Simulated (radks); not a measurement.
The numbers below are computed, except where a source is named.
Problem. The mean radii <r> (bohr) of the occupied orbitals of an atom or ion are listed with their occupations. Level of theory: scalar-relativistic Kohn-Sham, exchange-only LDA, spin-polarised, spherical densities, finite nucleus; Fermi nuclear charge, rms radius of each element as measured or else 0.836 A^(1/3) + 0.57 fm (a radial shooting solver on a logarithmic mesh with Libxc functionals).

| orbital | occ. | <r> |
|---|---|---|
| 1s | 2 | 0.1311 |
| 2s | 2 | 0.7018 |
| 2p | 6 | 0.6926 |
| 3s | 2 | 3.215 |

Name the element and its charge. Open shells, if any, are filled with parallel spins first.

Solution. Z = 12, magnesium, charge 0: Mg in [Ne] 3s2. The 1s radius gives Z: for a bare nucleus <r> = (2 gamma + 1)/(2Z) with gamma = sqrt(1 - (Z/c)^2), 0.1247 bohr for Z = 12, and screening makes it slightly larger (0.1311 here). The occupations add up to 12, and the charge is Z minus that.
